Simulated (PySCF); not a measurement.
Computed structure and properties of Ce(OH)3

System: Ce(OH)3 (singlet in the valence; each metal's 4f electrons, 1 of them, lie in its core potential, out of spins and levels); start: template (C3v). Method: PySCF 2.14.0, RKS r2SCAN, Ce lcecp-1-SVP with ECP47, O def2-SVP, H def2-SVP; non-relativistic Hamiltonian with scalar-relativistic core potentials where named; density fitting; no spin-orbit coupling.

Input of the relaxation:

```python
mol = gto.M(atom='''
Ce    -0.00000    -0.00000    -0.00554
O      2.24183    -0.00002    -0.00554
H      3.14181    -0.00003     0.34446
O     -1.12089     1.94149    -0.00554
H     -1.57088     2.72090     0.34446
O     -1.12093    -1.94147    -0.00554
H     -1.57093    -2.72087     0.34446''',
    basis={'Ce': 'lcecp-1-SVP', 'O': 'def2-SVP', 'H': 'def2-SVP'},
    ecp={'Ce': 'lcecp-1-SVP'},
    charge=0, spin=0)
mf = dft.RKS(mol, xc='R2SCAN')
mf.grids.atom_grid = (50, 194)  # f atoms: unpruned, at least (60, 302)
mf = mf.density_fit()  # fitting sets: Ce AutoAux, O def2-universal-JKFIT, H def2-universal-JKFIT
mf.conv_tol = 1e-08; mf.max_cycle = 55
mf.kernel(dm0)  # dm0: converged density of the start geometry
# quasi-Newton relaxation in Cartesian coordinates to a largest gradient under 0.00045 Eh/bohr, steps kept in the point group
```

Run from Python with OMP_NUM_THREADS=2; the lines above give its settings. Where DIIS fails, smearing, a level shift and second-order steps follow.
It took 49 s on 2 threads of Arm Neoverse V2, with other jobs on the host, from the converged density of the start.

Course of the relaxation:

```json
{"step": "0", "energy above end (eV)": "0.2900", "largest force component within the symmetry (eV/Å)": "1.055"}
{"step": "1", "energy above end (eV)": "0.1268", "largest force component within the symmetry (eV/Å)": "0.603"}
{"step": "2", "energy above end (eV)": "0.0513", "largest force component within the symmetry (eV/Å)": "0.447"}
{"step": "3", "energy above end (eV)": "0.0114", "largest force component within the symmetry (eV/Å)": "0.465"}
{"step": "4", "energy above end (eV)": "0.0039", "largest force component within the symmetry (eV/Å)": "0.060"}
{"step": "5", "energy above end (eV)": "0.0020", "largest force component within the symmetry (eV/Å)": "0.048"}
{"step": "6", "energy above end (eV)": "0.0018", "largest force component within the symmetry (eV/Å)": "0.016"}
{"step": "7", "energy above end (eV)": "0.0016", "largest force component within the symmetry (eV/Å)": "0.038"}
{"step": "8", "energy above end (eV)": "0.0006", "largest force component within the symmetry (eV/Å)": "0.057"}
{"step": "9", "energy above end (eV)": "0.0005", "largest force component within the symmetry (eV/Å)": "0.096"}
{"step": "10", "energy above end (eV)": "0.0001", "largest force component within the symmetry (eV/Å)": "0.020"}
{"step": "11", "energy above end (eV)": "0.0000", "largest force component within the symmetry (eV/Å)": "0.003"}
```

Relaxed geometry (C3v):

```xyz
7

Ce    0.0000    0.0000   -0.4783
O     2.0905    0.0000    0.0476
H     2.9628    0.0000    0.4489
O    -1.0452    1.8104    0.0476
H    -1.4814    2.5659    0.4489
O    -1.0453   -1.8104    0.0476
H    -1.4814   -2.5659    0.4489
```

| contact | Å |
| --- | --- |
| Ce1–O2 (OH) | 2.156 |
| Ce1–O4 (OH) | 2.156 |
| Ce1–O6 (OH) | 2.156 |

On the finer grid (75, 302):

```
HOMO                                                          : -6.07 eV
LUMO                                                          : -1.43 eV
Dipole about the centre of mass                               : 1.81 D
Set of Mulliken populations of Ce1 outside the core potential : s 2.10, p 6.25, d 1.43, f 0.09
D3(BJ) dispersion energy (not in the energies)                : -0.026 eV
```

```tsv
atom	Mulliken (e)	Löwdin (e)	spin (e)
Ce1	1.13	0.82	0.00
O2	-0.56	-0.35	0.00
H3	0.18	0.08	0.00
O4	-0.56	-0.35	0.00
H5	0.18	0.08	0.00
O6	-0.56	-0.35	0.00
H7	0.18	0.08	0.00
```

The 4f levels lie in the core potential and are missing. Their spin isn't counted.

No frequency check is given for this geometry.

Taking off one OH (charge -1, singlet; the rest: singlet) in vacuum, both parts rigid, costs 10.65 eV; the small basis without counterpoise inflates it. Most of it is the attraction of opposite charges; other ways to part are cheaper, and one spin state was tried for the rest.

Rigid scan of OH along the line from its metal:

(distance to O2 (Å), energy (eV)): (1.86, 1.227), (1.96, 0.470), (2.06, 0.101), (2.16, 0.000), (2.26, 0.080), (2.36, 0.279), (2.56, 0.867), (2.86, 1.887), (3.26, 3.115), (3.76, 4.217)

One start shape was tried, so this needn't be the lowest isomer.

An lcecp potential fixes the number of 4f electrons, so in runs with it no electron can move into or out of that shell.
